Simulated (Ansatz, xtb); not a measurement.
# Relaxing a trial structure of C2H5BrSi

The starting geometry of this gas-phase singlet was built from a drawn formula by distance geometry and a force field; its bonds are those of `[SiH3][C]CBr`.

```xyz
9

C    -0.0096    0.9408   -0.1252
C    -0.1311   -0.0910   -1.1956
Br    1.4674   -0.0448   -2.3169
Si    0.2024    2.1898    1.2037
H    -1.0185    2.1833    2.0325
H     1.3744    1.8300    2.0354
H     0.3715    3.4980    0.5859
H    -0.2159   -1.0462   -0.8345
H    -0.9690    0.1171   -1.8616
```

Question: Where would you expect an optimisation with r2SCAN-D4/def2-SVP to take it?

Answer: It rearranges to `[SiH3]/C=C\Br`. Distances that change by over a tenth: C1–C2 (1.49 → 1.34 Å). Contacts that open: C2–H8 (1.02 → 2.06 Å). Contacts that close: C1–H8 (2.12 → 1.10 Å).

The energy falls by 4.25 eV over 37 steps:

| step | E − E(last) (eV) |
| --- | --- |
| 1 | 4.249 |
| 5 | 3.306 |
| 9 | 3.126 |
| 13 | 3.080 |
| 17 | 3.040 |
| 21 | 2.996 |
| 25 | 2.215 |
| 29 | 0.147 |
| 33 | 0.004 |
| 37 | 0.000 |

Final geometry (Å):

```xyz
9

C    -0.4618    0.5606   -0.1633
C     0.0805    0.1551   -1.3171
Br    1.6981    0.8628   -2.0077
Si    0.2400    1.8734    0.9814
H    -0.6836    2.0129    2.1457
H     1.5930    1.4787    1.4743
H     0.3458    3.1873    0.2800
H    -1.4015    0.0579    0.1062
H    -0.3389   -0.6116   -1.9759
```

From the same start GFN2-xTB ends elsewhere, in pieces: C2H4Si + BrH.

The end wasn't checked by frequencies. Run with Ansatz 0.2.0, 100 s on 2 threads of Arm Neoverse V1, with other jobs on the host.
